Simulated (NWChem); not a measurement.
System: C2H3ClF2Si; SMILES F[SiH2]/C=C(/F)Cl

Output (shortened):

```
             Northwest Computational Chemistry Package (NWChem) 7.3.0
             --------------------------------------------------------

                             Geometry "geometry" -> ""
                             -------------------------

 Output coordinates in angstroms (scale by  1.889725989 to convert to a.u.)

  No.       Tag          Charge          X              Y              Z
 ---- ---------------- ---------- -------------- -------------- --------------
    1 F                    9.0000    -0.42975200     2.98281300     0.00000000
    2 Si                  14.0000     0.42128000     1.60853400     0.00000000
    3 C                    6.0000    -0.83255300     0.23100700     0.00000000
    4 C                    6.0000    -0.54712400    -1.06756800     0.00000000
    5 F                    9.0000    -1.46061800    -2.03551800     0.00000000
    6 Cl                  17.0000     1.06575600    -1.72987300     0.00000000
    7 H                    1.0000     1.26949700     1.57284100     1.21664200
    8 H                    1.0000     1.26949700     1.57284100    -1.21664200
    9 H                    1.0000    -1.89434200     0.47418000     0.00000000

 Effective nuclear repulsion energy (a.u.)     345.4407244558

                                 NWChem DFT Module
                                 -----------------

 Summary of "ao basis" -> "ao basis" (spherical)
 ------------------------------------------------------------------------------
       Tag                 Description            Shells   Functions and Types
 ---------------- ------------------------------  ------  ---------------------
 F                          def2-svp                 6       14   3s2p1d
 Si                         def2-svp                 8       18   4s3p1d
 C                          def2-svp                 6       14   3s2p1d
 Cl                         def2-svp                 8       18   4s3p1d
 H                          def2-svp                 3        5   2s1p

 in cosmo_initialize ...
 calling solv_data for solv:propnol2

 solvent parameters
 solvname_short: propnol2
 solvname_long:  2-propanol
 dielec:       19.2640
 dielecinf:     1.8978
 nonaqueous SMD model solvent descriptors
 dielec:       19.2640
 sola:          0.3300
 solb:          0.5600
 solc:          0.0000
 solg:         30.1300
 solh:          0.0000
 soln:          1.3776

          ---------------
          -cosmo- solvent
          ---------------
 Cosmo: York-Karplus, doi: 10.1021/jp992097l
 dielectric constant -eps-     =  19.26
 screen = (eps-1)/(eps    )    =   0.94809
 surface charge correction     = lagrangian

   van der Waals surface
 --------------------------

 ---------- ATOMIC COORDINATES (A.U.) ------------ VDWR(ANG.) --
     1   -0.81211352    5.63669925    0.00000000     1.730
     2    0.79610376    3.03968850    0.00000000     2.470
     3   -1.57329704    0.43653993    0.00000000     1.850
     4   -1.03391444   -2.01741099    0.00000000     1.850
     5   -2.76016779   -3.84657126    0.00000000     1.730
     6    2.01398681   -3.26898597    0.00000000     2.380
     7    2.39900147    2.97223851    2.29912001     1.200
     8    2.39900147    2.97223851   -2.29912001     1.200
     9   -3.57978731    0.89607027    0.00000000     1.200
 number of segments per atom =        128
 number of   points per atom =        128
 atom (   nspa,  nppa )
 ----------------------
    1 (     66,     0 )       0
    2 (     80,     0 )       0
    3 (     30,     0 )       0
    4 (     24,     0 )       0
    5 (     78,     0 )       0
    6 (     90,     0 )       0
    7 (     31,     0 )       0
    8 (     31,     0 )       0
    9 (     52,     0 )       0
 number of -cosmo- surface points =      482
 molecular surface =    152.037 angstrom**2
 molecular volume  =    145.303 angstrom**3
 -lineq- algorithm             =   0
 -bem- low  level              =   3
 -bem- from -octahedral-
 gaussian surface charge width =   4.50000
 degree of switching           =   1.00000
 switching function tolerance  =   0.00010
 atomic radii =
 --------------
    1  9.000  1.730
    2 14.000  2.470
    3  6.000  1.850
    4  6.000  1.850
    5  9.000  1.730
    6 17.000  2.380
    7  1.000  1.200
    8  1.000  1.200
    9  1.000  1.200
 ...... end of -cosmo- initialization ......

[...]

                                COSMO-SMD solvation results
                                ---------------------------

             internal energy in gas <Psi(g)|H|Psi(g)> =     -1026.418387695632
         internal energy in solvent <Psi(s)|H|Psi(s)> =     -1026.418055414878
                               delta internal energy  =         0.000332280754 (    0.21 kcal/mol)
   total free energy in solvent <Psi(s)|H+V/2|Psi(s)> =     -1026.421861174334
 polarization energy contribution <Psi(s)|V/2|Psi(s)> =        -0.003805759456 (   -2.39 kcal/mol)
    total free energy in solvent including G(SMD-CDS) =     -1026.421492533485
                       G(SMD-CDS) energy contribution =         0.000368640848 (    0.23 kcal/mol)
     1 M fixed-concentration free energy of solvation =        -0.003104837854 (   -1.95 kcal/mol)

                       DFT Final Molecular Orbital Analysis
                       ------------------------------------

 Vector   30  Occ=2.000000D+00  E=-3.555466D-01
              MO Center=  8.2D-01,  1.2D+00,  4.6D-06, r^2= 3.7D+00
   Bfn.  Coefficient  Atom+Function         Bfn.  Coefficient  Atom+Function
  ----- ------------  ---------------      ----- ------------  ---------------
    93      0.287722  7 H  s                 98     -0.287720  8 H  s
    24      0.261261  2 Si pz                 6      0.256518  1 F  pz
    87     -0.245927  6 Cl pz                 9     -0.189898  1 F  pz
    84     -0.187919  6 Cl pz                94      0.186846  7 H  s
    99     -0.186845  8 H  s                 21     -0.140095  2 Si pz

 Vector   31  Occ=2.000000D+00  E=-3.552900D-01
              MO Center=  4.9D-01, -8.9D-01, -4.4D-06, r^2= 3.6D+00
   Bfn.  Coefficient  Atom+Function         Bfn.  Coefficient  Atom+Function
  ----- ------------  ---------------      ----- ------------  ---------------
    86      0.492556  6 Cl py                83      0.377153  6 Cl py
    36     -0.231873  3 C  px                35     -0.218935  3 C  s
    80      0.216511  6 Cl py                85      0.157579  6 Cl px
   103      0.152360  9 H  s                 39     -0.149239  3 C  px
    82      0.124426  6 Cl px                64     -0.118059  5 F  px

 Vector   32  Occ=2.000000D+00  E=-2.852624D-01
              MO Center= -2.6D-01, -4.4D-01,  2.2D-09, r^2= 3.1D+00
   Bfn.  Coefficient  Atom+Function         Bfn.  Coefficient  Atom+Function
  ----- ------------  ---------------      ----- ------------  ---------------
    38      0.389027  3 C  pz                52      0.328572  4 C  pz
    87     -0.327468  6 Cl pz                41      0.298763  3 C  pz
    84     -0.224986  6 Cl pz                66      0.200363  5 F  pz
    55      0.162541  4 C  pz                69     -0.159923  5 F  pz
    81     -0.129104  6 Cl pz                93     -0.114068  7 H  s

 Vector   33  Occ=0.000000D+00  E=-2.254893D-02
              MO Center= -4.3D-01, -2.7D-01,  3.2D-09, r^2= 3.0D+00
   Bfn.  Coefficient  Atom+Function         Bfn.  Coefficient  Atom+Function
  ----- ------------  ---------------      ----- ------------  ---------------
    55      0.554942  4 C  pz                52      0.504836  4 C  pz
    41     -0.487184  3 C  pz                27     -0.332588  2 Si pz
    38     -0.327352  3 C  pz                94      0.289369  7 H  s
    99     -0.289369  8 H  s                 87     -0.225419  6 Cl pz
    66      0.184577  5 F  pz                69     -0.184940  5 F  pz

 Vector   34  Occ=0.000000D+00  E= 1.868699D-02
              MO Center=  5.4D-01,  9.4D-01,  3.4D-10, r^2= 4.4D+00
   Bfn.  Coefficient  Atom+Function         Bfn.  Coefficient  Atom+Function
  ----- ------------  ---------------      ----- ------------  ---------------
    26      0.948601  2 Si py                35      0.418285  3 C  s
     3     -0.397169  1 F  s                 85      0.395570  6 Cl px
    49      0.386402  4 C  s                 25     -0.365709  2 Si px
    18     -0.327121  2 Si s                 48      0.296506  4 C  s
    78     -0.289744  6 Cl s                 94      0.266098  7 H  s

 Vector   35  Occ=0.000000D+00  E= 4.500471D-02
              MO Center=  1.2D-01, -7.2D-01, -2.5D-09, r^2= 4.1D+00
   Bfn.  Coefficient  Atom+Function         Bfn.  Coefficient  Atom+Function
  ----- ------------  ---------------      ----- ------------  ---------------
    49      0.957497  4 C  s                 85      0.688217  6 Cl px
    35     -0.658325  3 C  s                104      0.584262  9 H  s
    78     -0.521351  6 Cl s                 53      0.494788  4 C  px
    50      0.432821  4 C  px                86     -0.359730  6 Cl py
    25      0.302125  2 Si px                48      0.282459  4 C  s

     Multipole analysis of the density
     ---------------------------------

     L   x y z        total         alpha         beta         nuclear
     -   - - -        -----         -----         ----         -------
     0   0 0 0     -0.000000    -32.000000    -32.000000     64.000000

     1   1 0 0      0.140100      0.666228      0.666228     -1.192357
     1   0 1 0     -0.184599     -0.316975     -0.316975      0.449350
     1   0 0 1     -0.000000     -0.000000     -0.000000      0.000000

     2   2 0 0    -33.889772   -115.905189   -115.905189    197.920607
     2   1 1 0      0.222089      2.231552      2.231552     -4.241014
     2   1 0 1     -0.000000     -0.000000     -0.000000      0.000000
     2   0 2 0    -40.598118   -407.385706   -407.385706    774.173295
     2   0 1 1      0.000000      0.000000      0.000000      0.000000
     2   0 0 2    -35.481035    -23.026470    -23.026470     10.571906
```

Level: PBE0/def2-SVP, SMD on the gas-phase geometry. All runs use the structure optimised with B3LYP/6-31G* (spherical d). Solvent: 2-propanol.

Q: Write an input that gives this output.

A: This is not unique; one that fits is the input that was run:
```
start job
memory heap 200 mb stack 900 mb global 1100 mb
geometry units angstroms noautosym nocenter noautoz
  F     -0.429752     2.982813     0.000000
  Si     0.421280     1.608534     0.000000
  C     -0.832553     0.231007     0.000000
  C     -0.547124    -1.067568     0.000000
  F     -1.460618    -2.035518     0.000000
  Cl     1.065756    -1.729873     0.000000
  H      1.269497     1.572841     1.216642
  H      1.269497     1.572841    -1.216642
  H     -1.894342     0.474180     0.000000
end
basis spherical
  * library def2-svp
end
dft
  xc pbe0
  iterations 150
end
cosmo
  do_cosmo_smd true
  solvent propnol2
end
task dft energy
```
